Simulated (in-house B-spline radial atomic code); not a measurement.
Checks on a self-consistent run for Gd IV (Gd3+), [Kr] 4d10 4f7 5s2 (5p1/2)2 (5p3/2)3 5d1. Computed with a B-spline radial code for spherical atoms: Dirac-Hartree-Fock, average of the jj configuration, Fermi nucleus of rms radius 5.1569 fm.

| orbital | q | ε (Eh) | <1/r> | <r²> | small-component weight |
| --- | --- | --- | --- | --- | --- |
| 1s1/2 | 2 | -1858.47081 | 71.6447 | 0.00065473 | 0.056853 |
| 2s1/2 | 2 | -312.07623 | 17.1134 | 0.0102004 | 0.012587 |
| 2p1/2 | 2 | -295.64634 | 17.0491 | 0.00743478 | 0.01259 |
| 2p3/2 | 4 | -270.00085 | 15.0784 | 0.00866314 | 0.01168 |
| 3s1/2 | 2 | -71.86144 | 6.25487 | 0.0676841 | 0.0040072 |
| 3p1/2 | 2 | -64.73658 | 6.15756 | 0.0632379 | 0.0039347 |
| 3p3/2 | 4 | -59.36719 | 5.66218 | 0.0701809 | 0.0036858 |
| 3d3/2 | 4 | -47.23130 | 5.52421 | 0.0561458 | 0.0035447 |
| 3d5/2 | 6 | -46.07620 | 5.40076 | 0.0580881 | 0.0034719 |
| 4s1/2 | 2 | -16.16665 | 2.58767 | 0.344996 | 0.0012434 |
| 4p1/2 | 2 | -13.32584 | 2.47945 | 0.364045 | 0.0011674 |
| 4p3/2 | 4 | -12.11625 | 2.3186 | 0.401362 | 0.0010853 |
| 4d3/2 | 4 | -7.38737 | 2.09667 | 0.462176 | 0.00091778 |
| 4d5/2 | 6 | -7.16440 | 2.05581 | 0.476697 | 0.00089412 |
| 4f5/2 | 3 | -1.75525 | 1.56739 | 0.839231 | 0.0005538 |
| 4f7/2 | 4 | -1.72425 | 1.55342 | 0.854462 | 0.00054602 |
| 5s1/2 | 2 | -3.19108 | 0.986964 | 2.00488 | 0.00025749 |
| 5p1/2 | 2 | -2.33489 | 0.886071 | 2.45141 | 0.00021296 |
| 5p3/2 | 3 | -2.16620 | 0.834686 | 2.71354 | 0.00019456 |
| 5d3/2 | 0.4 | -1.12697 | 0.598112 | 5.15544 | 0.00010286 |
| 5d5/2 | 0.6 | -1.09725 | 0.580961 | 5.41798 | 9.6762e-05 |

Electron-electron repulsion V_ee = 4072.7104 hartree.

Problem. What total energy follows from the eigenvalues?

Solution. The eigenvalues count the repulsion twice, so E = Σqε - V_ee = -7199.246 - 4072.710 = -11271.956 hartree; the run printed -11271.956.

Problem. Does the Dirac virial theorem hold?

Solution. For a point nucleus E = -2c²Σq·w, with w the small-component weight. Here Σq·w = 0.30008 and c = 137.0360, so the ratio E/(-2c²Σq·w) is 1.000135; the finite nucleus accounts for the departure from 1.

Problem. What diamagnetic shielding (Lamb formula) and susceptibility (Langevin formula) do the radii give?

Solution. σ = (α²/3)Σq<1/r> = 431.787/(3·137.036²) = 7664.4 ppm, and χ = -0.79199×10⁻⁶·Σq<r²> = -29.48×10⁻⁶ cm³/mol with Σq<r²> = 37.221 bohr². Both are non-relativistic formulas without the paramagnetism of open shells; for so heavy an element the full relativistic shielding is larger by tens of per cent.
